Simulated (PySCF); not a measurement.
Isomers of C3H4S. Isolated molecules, 0 K electronic values unless said otherwise. One relaxed conformer stands for each flexible species; it need not be the lowest. Strings in code marks are SMILES. All members: neutral, multiplicity 1. Level: B3LYP-D3(BJ)/def2-TZVP // PBE0-D3(BJ)/def2-TZVP (PySCF), beside PBE-D3(BJ)/def2-TZVP // PBE0-D3(BJ)/def2-TZVP (PySCF) at the same geometries. B3LYP has the VWN-RPA correlation part, as in Gaussian. Delta-SCF ions had no search for a lower state.  The removal energy is E(N − 1 electrons) − E(N electrons) at the parent's geometry.

```csv
species,"vertical ionisation energy (Delta-SCF), PBE (eV)","vertical ionisation energy (Delta-SCF), B3LYP-D3(BJ) (eV)"
`S=C1CC1`,8.33,8.45
`C=C=CS` (C–C–S–H torsion 0°),8.39,8.51
`SC1=CC1` (H–S–C–C torsion 180°),8.41,8.53
`CC#CS`,8.48,8.63
`C#CSC`,8.54,8.66
`C=CC=S` (C–C–C–S torsion 180°),8.58,withheld
`SC1C=C1` (H–S–C–C torsion 152°),8.83,8.96
`C#CCS` (C–C–S–H torsion 58°),9.07,9.30
```

Q: Fit y = a + b·x, y being the vertical ionisation energy (Delta-SCF) at the first level, to the 7 complete rows by least squares, with x = the PBE value in eV. Give a, b and the rms residual, and predict the withheld value.

A: Means of the 7 rows: x̄ = 8.5786, ȳ = 8.72 eV. Σ(x − x̄)² = 0.44169 and Σ(x − x̄)(y − ȳ) = 0.4953, so b = 1.121 and a = ȳ − b·x̄ = -0.897 eV. The rms residual is 0.022 eV. At x = 8.58 the line gives 8.72 eV. The run for `C=CC=S` (C–C–C–S torsion 180°) gave 8.65 eV, so the line is off by 0.07 eV, more than twice the rms residual.

Codes: PySCF.
